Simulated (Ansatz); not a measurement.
Two isomers of F2HOSn: A = `[O][SnH]([F])[F]`•, B = `[OH][Sn]([F])[F]`•.

Gas-phase electronic energies from Ansatz, PBE0-D4/def2-TZVP geometries. CCSD(T)/CBS is the MP2 limit (def2-TZVPP, def2-QZVPP) plus CCSD(T) − MP2 in def2-TZVPP, frozen cores. DFT in def2-TZVPP. Open shells (•) are unrestricted, without spin–orbit coupling. def2 core potentials past Kr. For Sn outer-core shells are correlated without core-valence functions, which leaves a few kJ/mol of doubt a bond. Each species was taken in one conformer, which may not be the lowest.

A:

```xyz
5

O     1.6895    0.5901   -0.7423
Sn   -0.0347    0.0892    0.0647
F     0.2357   -1.5496    0.9806
F    -1.1879   -0.4109   -1.3557
H    -0.7025    1.2811    1.0528
```

B:

```xyz
5

O     0.4189    1.2889    0.2458
Sn   -0.2981   -0.2978   -0.6526
F    -1.1574   -1.3515    0.7057
F     1.2410   -1.3032   -1.1773
H    -0.2044    1.6636    0.8783
```

Task: Which isomer does CCSD(T)/CBS put lower? Give the gap. (Best estimate.)

Result: The calculation gave: B, by 50.0 kcal/mol.

Task: Give E(B) − E(A) in kcal/mol with B2PLYP, PBE-D4, CCSD/def2-TZVPP, ωB97M-V, CCSD(T)/def2-SVP, CCSD(T)/def2-TZVPP, BLYP-D4. (An estimate is asked.)

Result: Ansatz gave: B2PLYP -51.2, PBE-D4 -55.5, CCSD/def2-TZVPP -46.0, ωB97M-V -50.1, CCSD(T)/def2-SVP -44.4, CCSD(T)/def2-TZVPP -47.8, BLYP-D4 -54.4. None reverses the order clearly.

Task: Does the order hold for the free energy at 298.15 K (harmonic terms from PBE0-D4)? (Estimate.)

Result: The calculation gave: Yes: G(B) − G(A) = -48.0 kcal/mol, for one conformer each.

Largest T1 diagnostic: 0.019.

From BLYP to BHLYP (50 % exact exchange), in def2-TZVPP and without D4, E(B) − E(A) moves by +10.5 kcal/mol. At CCSD(T), def2-SVP lies +5.6 kcal/mol from the extrapolated value and def2-TZVPP +2.2 kcal/mol.
